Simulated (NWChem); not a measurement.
System: CH4CdS; SMILES [CH3][Cd][SH]

The following NWChem deck was run.

```
start job
memory heap 200 mb stack 900 mb global 1100 mb
geometry units angstroms noautosym nocenter noautoz
  Cd     0.552599    -0.038474    -0.004489
  C      0.910014    -2.115103     0.001960
  H      0.308011    -2.607642    -0.775632
  H      0.646974    -2.545209     0.979318
  H      1.972685    -2.318028    -0.197086
  S      0.185839     2.293646    -0.011662
  H     -1.160394     2.169710     0.017891
end
basis spherical
  * library def2-svpd
end
ecp
  Cd library def2-ecp
end
dft
  xc b3lyp
  iterations 150
end
property
  response 1 0.0
end
task dft property
```

Parts of the log:

```
             Northwest Computational Chemistry Package (NWChem) 7.3.0
             --------------------------------------------------------

                             Geometry "geometry" -> ""
                             -------------------------

 Output coordinates in angstroms (scale by  1.889725989 to convert to a.u.)

  No.       Tag          Charge          X              Y              Z
 ---- ---------------- ---------- -------------- -------------- --------------
    1 Cd                  48.0000     0.55259900    -0.03847400    -0.00448900
    2 C                    6.0000     0.91001400    -2.11510300     0.00196000
    3 H                    1.0000     0.30801100    -2.60764200    -0.77563200
    4 H                    1.0000     0.64697400    -2.54520900     0.97931800
    5 H                    1.0000     1.97268500    -2.31802800    -0.19708600
    6 S                   16.0000     0.18583900     2.29364600    -0.01166200
    7 H                    1.0000    -1.16039400     2.16971000     0.01789100

 Effective nuclear repulsion energy (a.u.)     315.1290197362

                                 NWChem DFT Module
                                 -----------------

 Summary of "ao basis" -> "ao basis" (spherical)
 ------------------------------------------------------------------------------
       Tag                 Description            Shells   Functions and Types
 ---------------- ------------------------------  ------  ---------------------
 Cd                        def2-svpd                12       34   5s4p2d1f
 C                         def2-svpd                 8       20   4s2p2d
 H                         def2-svpd                 4        8   2s2p
 S                         def2-svpd                11       27   5s4p2d

            General Information
            -------------------
          SCF calculation type: DFT
          Wavefunction type:  closed shell.
          No. of atoms     :     7
          No. of electrons :    46
           Alpha electrons :    23
            Beta electrons :    23
          Charge           :     0
          Spin multiplicity:     1
          Use of symmetry is: off; symmetry adaption is: off
          Maximum number of iterations: 150
          AO basis - number of functions:   113
                     number of shells:    47
          Convergence on energy requested:  1.00D-06
          Convergence on density requested:  1.00D-05
          Convergence on gradient requested:  5.00D-04

              XC Information
              --------------
                         B3LYP Method XC Potential
                     Hartree-Fock (Exact) Exchange  0.200
                        Slater Exchange Functional  0.800 local
                    Becke 1988 Exchange Functional  0.720 non-local
              Lee-Yang-Parr Correlation Functional  0.810
                  VWN I RPA Correlation Functional  0.190 local

             Grid Information
             ----------------
          Grid used for XC integration:  medium
          Radial quadrature: Mura-Knowles
          Angular quadrature: Lebedev.
          Tag              B.-S. Rad. Rad. Pts. Rad. Cut. Ang. Pts.
          ---              ---------- --------- --------- ---------
          Cd                  1.55      123          11.0       590
          C                   0.70       49          14.0       434
          H                   0.35       45          14.0       434
          S                   1.00       88          13.0       590
          Grid pruning is: on
          Number of quadrature shells:   440
          Spatial weights used:  Erf1

      Superposition of Atomic Density Guess
      -------------------------------------

 Sum of atomic energies:        -628.94728557

      Non-variational initial energy
      ------------------------------

 Total energy =    -604.731046
 1-e energy   =   -1198.829360
 2-e energy   =     443.383881
 HOMO         =      -0.318140
 LUMO         =      -0.020072

   convergence    iter        energy       DeltaE   RMS-Dens  Diis-err
 ---------------- ----- ----------------- --------- --------- ---------
 d= 0,ls=0.0,diis     1   -606.3397444999 -7.57D+02  1.15D-02  3.19D-01
 d= 0,ls=0.0,diis     2   -606.3554790710 -1.57D-02  5.00D-03  1.65D-01
 d= 0,ls=0.0,diis     3   -606.3784042399 -2.29D-02  1.77D-03  3.61D-02
 d= 0,ls=0.0,diis     4   -606.3836234449 -5.22D-03  3.22D-04  1.16D-03
 d= 0,ls=0.0,diis     5   -606.3837549849 -1.32D-04  1.02D-04  8.76D-05
  Resetting Diis
 d= 0,ls=0.0,diis     6   -606.3837649883 -1.00D-05  3.29D-05  1.26D-05
 d= 0,ls=0.0,diis     7   -606.3837667035 -1.72D-06  1.69D-05  8.46D-07
 d= 0,ls=0.0,diis     8   -606.3837666030  1.01D-07  1.02D-05  1.60D-06
 d= 0,ls=0.0,diis     9   -606.3837668066 -2.04D-07  1.44D-06  2.74D-08

         Total DFT energy =     -606.383766806557
      One electron energy =    -1200.625960973866
           Coulomb energy =      491.596519107350
    Exchange-Corr. energy =      -48.068757029635
 Nuclear repulsion energy =      150.714432089594

 Numeric. integr. density =       46.000000623946

                       DFT Final Molecular Orbital Analysis
                       ------------------------------------

 Vector   21  Occ=2.000000D+00  E=-3.219319D-01
              MO Center=  4.6D-01,  3.2D-01, -4.7D-03, r^2= 4.5D+00
   Bfn.  Coefficient  Atom+Function         Bfn.  Coefficient  Atom+Function
  ----- ------------  ---------------      ----- ------------  ---------------
     4      0.606350  1 Cd s                  2     -0.355782  1 Cd s
    91     -0.264734  6 S  py                40      0.242460  2 C  py
    88     -0.229656  6 S  py                81     -0.163841  6 S  s
     5      0.161477  1 Cd s                  3     -0.151575  1 Cd s
     1      0.147703  1 Cd s                 22      0.140607  1 Cd d  2

 Vector   22  Occ=2.000000D+00  E=-2.731186D-01
              MO Center=  5.2D-01,  2.5D-01, -5.2D-03, r^2= 5.8D+00
   Bfn.  Coefficient  Atom+Function         Bfn.  Coefficient  Atom+Function
  ----- ------------  ---------------      ----- ------------  ---------------
    91      0.429536  6 S  py                40      0.347258  2 C  py
    88      0.314119  6 S  py                43      0.270823  2 C  py
    38     -0.239442  2 C  s                 13     -0.211126  1 Cd py
     7      0.192266  1 Cd py                10     -0.190365  1 Cd py
    85      0.179756  6 S  py                16      0.124196  1 Cd py

 Vector   23  Occ=2.000000D+00  E=-2.462620D-01
              MO Center=  1.6D-01,  2.2D+00, -1.0D-02, r^2= 1.9D+00
   Bfn.  Coefficient  Atom+Function         Bfn.  Coefficient  Atom+Function
  ----- ------------  ---------------      ----- ------------  ---------------
    92      0.578527  6 S  pz                89      0.442692  6 S  pz
    86      0.249413  6 S  pz                19     -0.121944  1 Cd d -1
    95      0.114237  6 S  pz                 8     -0.059834  1 Cd pz
    11      0.051084  1 Cd pz                64     -0.047072  4 H  s
    56      0.038509  3 H  s                 17      0.037589  1 Cd pz

 Vector   24  Occ=0.000000D+00  E=-3.515206D-02
              MO Center=  1.4D-01,  1.0D-01,  4.7D-04, r^2= 7.5D+00
   Bfn.  Coefficient  Atom+Function         Bfn.  Coefficient  Atom+Function
  ----- ------------  ---------------      ----- ------------  ---------------
     5      0.697698  1 Cd s                 83      0.627188  6 S  s
    37      0.416010  2 C  s                 13     -0.406052  1 Cd py
    56     -0.339349  3 H  s                 64     -0.317688  4 H  s
    91      0.302062  6 S  py                72     -0.255591  5 H  s
    36     -0.249640  2 C  s                 82     -0.236637  6 S  s

 Vector   25  Occ=0.000000D+00  E=-2.773056D-02
              MO Center=  8.3D-01,  1.2D-01, -5.9D-03, r^2= 5.4D+00
   Bfn.  Coefficient  Atom+Function         Bfn.  Coefficient  Atom+Function
  ----- ------------  ---------------      ----- ------------  ---------------
    12      0.782346  1 Cd px                72     -0.276821  5 H  s
     9      0.255465  1 Cd px                 6     -0.237952  1 Cd px
   107      0.190654  7 H  s                 82     -0.182733  6 S  s
     5      0.134458  1 Cd s                106      0.124675  7 H  s
    56      0.106171  3 H  s                 71     -0.087535  5 H  s

 Vector   26  Occ=0.000000D+00  E=-1.582348D-02
              MO Center=  5.6D-01,  9.8D-03, -1.0D-02, r^2= 5.6D+00
   Bfn.  Coefficient  Atom+Function         Bfn.  Coefficient  Atom+Function
  ----- ------------  ---------------      ----- ------------  ---------------
    14      0.897923  1 Cd pz                11      0.272186  1 Cd pz
     8     -0.240032  1 Cd pz                64     -0.233657  4 H  s
    92     -0.229274  6 S  pz                56      0.188464  3 H  s
    89     -0.134909  6 S  pz                95     -0.101767  6 S  pz
    63     -0.090111  4 H  s                 55      0.073754  3 H  s

     Multipole analysis of the density
     ---------------------------------

     L   x y z        total         alpha         beta         nuclear
     -   - - -        -----         -----         ----         -------
     0   0 0 0     -0.000000    -23.000000    -23.000000     46.000000

[...]

 DFT Linear Response polarizability / au
 Frequency  =       0.0000000 / au
              X              Y              Z
 -----------------------------------------------
 X      55.8579029     -9.4110534      0.0513276
 Y      -9.4110060    102.3721040     -0.0906740
 Z       0.0513275     -0.0906759     55.5641428
 -----------------------------------------------
 Eigenvalues =      54.0252388    104.2042586     55.5646523
 Isotropic   =      71.2647166
 Anisotropic =      49.4272957
 -----------------------------------------------

 Magnetic Dipole Response Matrix (nonzero elements):

 Exiting AOResponse driver routine
```

Level: B3LYP/def2-SVPD with def2 effective core potentials on Cd. The geometry was optimised at PBE0/def2-SVP. Not confirmed as a minimum by frequencies. def2 effective core potentials on Cd; no spin-orbit coupling.
